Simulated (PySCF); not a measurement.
Species: C₄H₁₄Si₃.
SMILES with atom numbers: `[SiH3:1][C:2]([SiH3:3])([SiH3:4])[CH:5]1[CH2:6][CH2:7]1`

NICS is the negative of the GIAO shielding at a point without a nucleus: at the ring centre (0) and 1 Å above and below it (1); zz is the component along the ring normal. Level: GIAO PBE0/pcSseg-1 (PySCF, non-relativistic, gas phase) on the GFN2-xTB geometry, one conformer.

Ring bond lengths (Å), with Mayer bond orders in brackets: C5–C6 1.500 (0.96), C6–C7 1.500 (0.97), C7–C5 1.499 (0.97).

What do the NICS probes read (ppm)?

```json
{"ring": "C5–C6–C7", "type": "3-membered carbocycle; formal bonds all single", "NICS(0)": "-43.9", "NICS(1), two faces": "-8.7 / -8.8", "NICS(1)zz, two faces": "-22.8 / -24.0", "rms pucker (Å)": "0.00", "centre to ring atoms, mean (Å)": "0.87"}
```

What can be read from them?

- C5–C6–C7: mean NICS(1)zz -23.4 ppm, shielded. C5, C6, C7 have four or more neighbours; no verdict on aromaticity is drawn. NICS(0) lies 35 ppm below the mean NICS(1).

What field does 14.1 T along the ring normal induce along that normal at the second NICS(1) probe listed for ring C5–C6–C7, 1 Å off the ring?

NICSzz × B0 = -24.0 ppm × 14.1 T = -338 μT, against the applied field.

Give the inner angles of the rings and the Hirshfeld charges of the ring atoms.

- C5–C6–C7: C5 60.0° (-0.042 e), C6 59.9° (-0.090 e), C7 60.0° (-0.089 e); sum 180.0° against 180° for a flat convex ring.

What are the shieldings of the ring atoms and their hydrogens in the same run (means over atoms taken as equivalent)?

| atoms | environment | σ isotropic (ppm) | principal values of the symmetric part, first atom (ppm) |
| --- | --- | --- | --- |
| C5 | three-membered-ring carbon | 170.9 | 142.5, 153.8, 216.4 |
| C6 (×2) | three-membered-ring carbon | 181.3 | 154.1, 177.0, 213.3 |
| H on C5 | methine hydrogen | 30.92 | 23.3, 29.5, 39.9 |
| H on C6 (×2) | methylene hydrogen | 31.15 | 24.7, 30.0, 38.7 |
| H on C6 (×2) | methylene hydrogen | 31.20 | 25.3, 26.1, 42.2 |

The run took 43 s on one thread, Arm Neoverse V2 (aarch64), shared host with 96 logical CPUs at a one-minute load of 77, and the process peaked at 1.0 GiB of memory. This is the whole shielding run at PBE0/pcSseg-1, SCF included.

The values belong to the conformer `[SiH3:1][C:2]([SiH3:3])([SiH3:4])[CH:5]1[CH2:6][CH2:7]1`: Si1–C2–C5–C6 80°.
